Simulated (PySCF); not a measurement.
C3H13NSi2, SMILES CNC(C)([SiH3])[SiH3]. Geometry: PBE-D3(BJ)/def2-SVP. The structure was generated by enumeration, and PubChem lists no compound with its InChIKey, so it may never have been made. One conformer was computed; it need not be the lowest.

Level of theory: PBE-D3(BJ)/def2-SVP (PySCF).

Harmonic wavenumbers (cm⁻¹): 98, 142, 159, 172, 192, 206, 223, 240, 247, 343, 373, 517, 541, 591, 626, 657, 681, 794, 863, 878, 896, 903, 906, 913, 919, 1010, 1040, 1068, 1111, 1152, 1167, 1327, 1387, 1398, 1413, 1415, 1421, 1451, 2137, 2147, 2153, 2161, 2176, 2183, 2881, 2944, 2991, 3024, 3045, 3051, 3410. Rotational constants (GHz): 2.329, 1.790, 1.446; symmetry number 1.

**Question.** Work out the zero-point energy and the ideal-gas rigid-rotor harmonic-oscillator thermochemistry at 298.15 K and 1 atm.

**Answer.** ZPE = ½ Σ hcν = ½ × 63739 cm⁻¹ = 91.12 kcal/mol. H − E(el) = 98.27 kcal/mol. Entropy in cal/(mol K): translation 40.24, rotation 28.37, vibration 27.78, total 96.39. G − E(el) = 69.53 kcal/mol. Cp = 40.64 cal/(mol K). Modes under 150 cm⁻¹ make the vibrational entropy uncertain.
